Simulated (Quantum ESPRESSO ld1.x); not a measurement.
Values are calculated unless marked as measured or tabulated.
One sound ld1.x (Quantum ESPRESSO 7.5) input for neutral ruthenium gives E = -4531.56 hartree in 31 iterations:

```
 &input
    zed=44.0,
    iswitch=1,
    rel=2,
    dft='PBE',
    config='[Kr] 4d7 5s1',
    lsmall=.true.,
    prefix='ld1',
    max_out_wfc=37,
    file_charge='ld1.rho',
 /
```

Changed or added lines, one case at a time, and what came of them:

- rmax=5000.0: harmless. The energy moves by less than 1e-5 hartree against the default mesh (-4531.56 hartree).
- rmax=6.0: not converged. The mesh cuts the orbital tails; the cycle ends with warnings and the numbers are not to be used.
- rel=1 lsd=1 dft='PW91': silently wrong. The run ends normally, but in this build (ld1.x 7.5) Etot and Exc of a spin-polarised run lack the gradient corrections of exchange and correlation and come out near their LSDA values (nitrogen, PBE: -54.132 hartree against -54.536 from two other codes). The eigenvalues and orbitals are those of the GGA; the energies must not be used.
- iswitch=7: refused. The program stops in ld1_readin with "wrong iswitch": iswitch takes 1 to 4.
- config='[Cd] 4d7 5s1': refused. The program stops in el_config with "wrong core: Cd": the cores known are He, Ne, Ar, Kr, Xe, Hg and Rn.
- dft='PBEE': silently wrong. The misspelt name is not refused: the parser picks the pieces it recognises inside the string (index line 0 0 3 4 0 0 0), so another functional than the one meant is run.
- atom='Ru': harmless. atom and zed name the same element, and the result equals that of the sound run.
